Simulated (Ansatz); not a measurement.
Abridged output of a molecular run in Ansatz:

```
Functional definition: HF
1059 factors; integrals over basis functions are off by at most 1.5e-3 eV
mean field evaluation 1: about -22859.5167 eV, gradient 2.8e1 eV
mean field evaluation 2: about -22859.5226 eV, gradient 2.8e1 eV
mean field evaluation 4: about -22861.8156 eV, gradient 4.5e0 eV
mean field evaluation 8: about -22861.8723 eV, gradient 2.1e-4 eV
mean field -22861.87229683 eV, -840.1583105748 hartree, gradient 1.6e-6 eV, S^2 0.000000; 0 other end points of the search recorded, 0 dependent functions left out
13 core orbitals not correlated: weight in the atoms' cores, before any rotation towards them, 1.000 or more for the frozen orbitals, at most 0.000 for the correlated occupied ones
reference -22861.87229683 eV, -840.1583105748 hartree; 15, 15 occupied and 80, 80 virtual orbitals, 1059 factors
second order -18.65837287 eV of doubles, -0.00000000 eV of singles
cycle   1  -19.51033077 eV  change   -8.5e-1 eV  update   1.0e-1
cycle   2  -20.07330503 eV  change   -5.6e-1 eV  update   3.2e-2
cycle   3  -20.19856486 eV  change   -1.3e-1 eV  update   1.6e-2
cycle   4  -20.19550770 eV  change    3.1e-3 eV  update   4.1e-3
cycle   5  -20.19518203 eV  change    3.3e-4 eV  update   2.0e-3
cycle   6  -20.19535888 eV  change   -1.8e-4 eV  update   6.5e-4
cycle   7  -20.19499129 eV  change    3.7e-4 eV  update   2.4e-4
cycle   8  -20.19495753 eV  change    3.4e-5 eV  update   8.1e-5
cycle   9  -20.19498211 eV  change   -2.5e-5 eV  update   2.7e-5
perturbative correction -0.63276783 eV, -0.0232537889 hartree
Total energy: -22882.70004677 eV, -840.9237162676 hartree
```

Its atoms:

Cartesian coordinates in Å:
```
S 2.239 -0.078 -0.030
C 0.589 0.105 -0.739
O -0.167 1.210 -0.231
C -1.004 0.618 0.790
Si -0.658 -1.090 0.057
H 2.788 1.016 -0.587
H 0.664 0.185 -1.824
H -2.009 1.037 0.736
H -0.591 0.798 1.789
H -1.696 -1.604 -0.873
H -0.153 -2.195 0.913
```

Task: Which basis set was used?
A. def2-QZVPP
B. def2-SVP
C. def2-SVPD
D. def2-TZVPP

Result: B. It gives 108 functions.

Task: Write the keys of the input that set method, charge and spin (a neutral closed shell needs none for the last two).

Result: 
```yaml
correlation: {method: ccsd_t}
```
